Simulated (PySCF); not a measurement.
A side-by-side comparison of computed properties.

First species: C₃H₇NO₂Si₂.
InChI=1S/C3H7NO2Si2/c5-1-3-2-8(4-3)6-7/h1,8H,2H2,7H3/t8-/m0/s1

Second species: C3H7NO2Si2.
SMILES with atom numbers: `[CH3:1][C:2]1=[N:3][Si@@H:4]([O:5][SiH3:6])[C:7]1=[O:8]` (hydrogens: H9, H10, H11 on C1; H12 on Si4; H13, H14, H15 on Si6)

Structure used (GFN2-xTB), in Å, numbered top down from 1:
```
atom  x, y, z in Å
C1     2.658    1.015   -1.027
C2     1.531    0.433   -0.280
N3     0.661    1.065    0.428
Si4   -0.154   -0.354    1.139
O5    -1.741   -0.500    0.968
Si6   -3.261   -0.387    0.382
C7     1.067   -0.994   -0.231
O8     1.164   -1.863   -1.062
H9     2.655    0.626   -2.045
H10    2.601    2.100   -1.032
H11    3.592    0.703   -0.559
H12    0.141   -0.565    2.539
H13   -3.993   -1.386    1.155
H14   -3.228   -0.693   -1.046
H15   -3.699    0.980    0.649
```

Levels: wB97X-D/def2-SVPD for dipole moment, HOMO energy, LUMO energy, HOMO–LUMO gap, static isotropic polarisability and electronic spatial extent ⟨r²⟩ about the centre of nuclear charge; TDDFT wB97X-D/def2-SVPD for lowest singlet excitation; TDA wB97X-D/def2-SVPD for lowest triplet excitation (Tamm–Dancoff); GFN2-xTB for rotational constant A and rotational constant C. Geometries: GFN2-xTB. All species are isolated and taken at one optimised geometry, non-relativistic unless stated; the electronic structure was computed with PySCF and density fitting.

Dipoles, sizes and rotational constants follow the conformer. The torsions of the flexible species, by atom-mapped SMILES:
- `[O:1]=[CH:2][C:3]1=[N:4][Si@@H:5]([O:6][SiH3:7])[CH2:8]1`: O1–C2–C3–N4 175°, N4–Si5–O6–Si7 -33°
- `[CH3:1][C:2]1=[N:3][Si@@H:4]([O:5][SiH3:6])[C:7]1=[O:8]`: N3–Si4–O5–Si6 28°

```tsv
property	column X	column Y
dipole moment	2.92 D	1.24 D
HOMO energy	-9.26 eV	-8.78 eV
LUMO energy	-0.75 eV	-0.28 eV
HOMO–LUMO gap	8.51 eV	8.50 eV
lowest singlet excitation	3.08 eV	2.98 eV
lowest triplet excitation (Tamm–Dancoff)	2.57 eV	2.48 eV
static isotropic polarisability	93.6 au	94.3 au
electronic spatial extent ⟨r²⟩ about the centre of nuclear charge	1846 bohr²	1673 bohr²
rotational constant A	4.154 GHz	2.997 GHz
rotational constant C	0.607 GHz	0.709 GHz
```

**Question.** Which column belongs to which species?

**Answer.** Column X is the first species and column Y the second. The first has 15 atoms and 76 electrons, the second 15 and 76.

**Question.** How does each property change from the first species to the second?

**Answer.** dipole moment -1.68 D; HOMO energy +0.48 eV; LUMO energy +0.47 eV; HOMO–LUMO gap -0.01 eV; lowest singlet excitation -0.10 eV; lowest triplet excitation (Tamm–Dancoff) -0.09 eV; static isotropic polarisability +0.7 au; electronic spatial extent ⟨r²⟩ about the centre of nuclear charge -173 bohr²; rotational constant A -1.157 GHz; rotational constant C +0.102 GHz.

On the first: The principal polarisabilities are 77.3, 84.5 and 119.0 au; their mean is the isotropic value.

On the second: 1 of the 8 computed singlets lies in the visible range (750 to 380 nm, 1.65 to 3.26 eV), with an oscillator strength of 0.001. The 8 singlets span 2.98 to 6.94 eV, and their oscillator strengths add up to 0.23.
